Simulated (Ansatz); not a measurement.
C2H8FNSi can be A, `CN([SiH3])CF`, or B, `CC[SiH](N)F`.

Isolated molecules relaxed with PBE0-D4/def2-TZVP in Ansatz; ΔE leaves out vibrations. CCSD(T)/CBS adds triple-zeta CCSD(T) − MP2 to the extrapolated MP2 energy (def2 sets, frozen cores). Functionals use def2-TZVPP. One conformer a species, not always the lowest.

A:

Z-matrix (Å, degrees):
```
C
N 1 1.452
H 1 1.095 2 109.9
H 1 1.095 2 112.7 3 120.8
H 1 1.092 2 110.0 3 -118.4
Si 2 1.733 1 119.3 3 151.0
C 2 1.401 1 115.6 3 -50.4
H 6 1.486 2 107.8 1 -52.3
H 6 1.490 2 114.3 1 67.2
H 6 1.484 2 106.9 1 -172.0
F 7 1.405 2 112.7 1 -72.9
H 7 1.095 2 110.9 1 45.0
H 7 1.092 2 110.7 1 168.2
```

B:

Z-matrix (Å, degrees):
```
C
C 1 1.527
H 1 1.093 2 111.4
H 1 1.092 2 111.2 3 -119.7
H 1 1.092 2 111.5 3 120.0
Si 2 1.859 1 113.9 3 60.0
H 2 1.095 1 110.8 3 -61.6
H 2 1.097 1 110.2 3 -178.4
F 6 1.611 2 106.7 1 51.6
N 6 1.701 2 110.2 1 175.2
H 6 1.484 2 114.1 1 -63.8
H 10 1.007 6 121.7 2 -44.0
H 10 1.006 6 121.3 2 164.6
```

(1) Which isomer does CCSD(T)/CBS put lower? Give the gap. (Estimate.)

(2) Give E(B) − E(A) in kJ/mol with ωB97M-V, PBE0-D4, CCSD/def2-TZVPP, PBE-D4, B2PLYP, HF/def2-TZVPP, CCSD(T)/def2-TZVPP. (An estimate is asked.)

Largest T1 diagnostic: 0.011.

Answers

(1) Ansatz gave: B, by 315.1 kJ/mol.

(2) The calculation gave: ωB97M-V -307.9, PBE0-D4 -300.1, CCSD/def2-TZVPP -308.0, PBE-D4 -290.8, B2PLYP -307.0, HF/def2-TZVPP -304.6, CCSD(T)/def2-TZVPP -305.6. None reverses the order clearly.

From PBE to PBE0 (25 % exact exchange), in def2-TZVPP and without D4, E(B) − E(A) moves by −9.1 kJ/mol.
